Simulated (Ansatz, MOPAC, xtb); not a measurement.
Spectroscopic constants of N2-, multiplicity 2 (lowest of 2S+1 = 2, 4 at CCSD(T)/def2-TZVPP on PBE0 minima; our sources give no spin for the ground state, which may be another).

The constants come from a fifth-degree fit in 1/R (seven points, main isotopes). Runs in def2 and cc sets follow the lowest solution found near the PBE0 minimum.

The values were computed with Ansatz (Gaussian basis) for Hartree–Fock, density functionals and correlated methods; MOPAC for AM1, PM3, PM6, PM7 (differences of heats of formation); xtb for the GFN methods. Values without a source in brackets are computed. The GFN methods have no spin term and hold the electronic entropy of 300 K.

| level | r_e (Å) | ω_e (cm⁻¹) | B_e (cm⁻¹) | ω_e x_e (cm⁻¹) |
|---|---|---|---|---|
| AM1 | 1.152 | 2530 | 1.81 | 9.4 |
| PM3 | 1.160 | 2362 | 1.79 | 12 |
| PM6 | 1.175 | 2199 | 1.74 | 7.7 |
| PM7 | 1.172 | 2298 | 1.75 | 8.9 |
| GFN1-xTB | 1.212 | 1811 | 1.64 | 13 |
| GFN2-xTB | 1.211 | 1926 | 1.64 | 12 |
| SVWN5/def2-TZVPP | 1.187 | 1874 | 1.71 | 12 |
| PBE/def2-TZVPP | 1.198 | 1819 | 1.68 | 12 |
| r2SCAN/def2-TZVPP | 1.189 | 1876 | 1.70 | 11 |
| B97M-V/def2-TZVPP | 1.184 | 1904 | 1.72 | 11 |
| B3LYP/def2-TZVPP | 1.186 | 1890 | 1.71 | 11 |
| PBE0/def2-TZVPP | 1.182 | 1933 | 1.72 | 11 |
| BHLYP/def2-TZVPP | 1.171 | 2008 | 1.76 | 11 |
| CAM-B3LYP/def2-TZVPP | 1.180 | 1948 | 1.73 | 11 |
| wB97X-V/def2-TZVPP | 1.184 | 1949 | 1.72 | 10 |
| wB97M-V/def2-TZVPP | 1.182 | 1940 | 1.72 | 11 |
| B2PLYP/def2-TZVPP | 1.194 | 1821 | 1.69 | 14 |
| CCSD/aug-cc-pVTZ | 1.177 | 1829 | 1.74 | 11 |
| CCSD/def2-TZVPP | 1.190 | 1892 | 1.70 | 11 |
| CCSD/def2-QZVPP | 1.185 | 1890 | 1.72 | 11 |
| CCSD(T)/aug-cc-pVTZ | 1.186 | 1763 | 1.71 | 11 |
| CCSD(T)/def2-TZVPP | 1.198 | 1822 | 1.68 | 12 |
| CCSD(T)/def2-QZVPP | 1.193 | 1819 | 1.69 | 12 |
| CCSD(T)/CBS(def2-TZVPP, def2-QZVPP) | 1.191 | 1834 | 1.70 | 12 |

Frozen-core correlation. CBS(a, b) extrapolates the correlation energy as X⁻³ and adds the Hartree–Fock energy of set b. The state that AM1, PM3, PM6, PM7 reach isn't checked; PM7 holds dispersion and hydrogen-bond terms.

Ansatz is a first-principles code.
